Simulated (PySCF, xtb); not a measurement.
CH₃BO, SMILES [BH3-]C#[O+].

GFN2-xTB (xtb) at its own geometry gives an orbital gap of 3.89 eV and a dipole moment of 0.33 D.

Coordinates come from a B3LYP-D3(BJ)/def2-TZVP optimisation.

Problem. What does PySCF with PBE/def2-TZVPD give? (Estimate from the structure and the level; the computed values follow.)

Solution. gap 5.81 eV (levels -8.28 and -2.47 eV), dipole 1.23 D.
